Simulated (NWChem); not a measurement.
# CH4CdS; SMILES C[S][CdH]

```xyz
7

Cd    -0.3689    -0.9870     0.0540
H     -0.8931    -2.5716     0.0234
S      0.4343     1.2276     0.1060
C     -1.0836     2.2416    -0.0058
H     -1.6298     2.0774    -0.9452
H     -0.7570     3.2909     0.0168
H     -1.7603     2.0796     0.8449
```
Atoms are numbered in this order, from 1.

Level: PBE0/def2-SVP with def2 effective core potentials on Cd (NWChem), optimised geometry, unscaled harmonic frequencies. def2 effective core potentials on Cd; no spin-orbit coupling.

Q: List the harmonic frequencies with IR intensities, and the thermochemistry.

A: 
| frequency (cm⁻¹) | IR intensity (km/mol) |
|---|---|
| 110 | 0.1 |
| 141 | 0.9 |
| 349 | 24.5 |
| 431 | 60.0 |
| 443 | 69.3 |
| 725 | 4.6 |
| 954 | 6.7 |
| 968 | 9.2 |
| 1335 | 20.3 |
| 1455 | 8.0 |
| 1456 | 7.5 |
| 1846 | 202.8 |
| 3065 | 30.3 |
| 3174 | 5.0 |
| 3175 | 1.7 |

The zero-point energy is 28.0 kcal/mol and the thermal correction to the enthalpy at 298.15 K (with zero-point energy) is 32.0 kcal/mol. The heat capacity Cv is 16.1 cal/(mol K) and the entropy at 298.15 K and 1 atm (symmetry number 1) is 76.5 cal/(mol K).

Rigid rotor and harmonic oscillator.
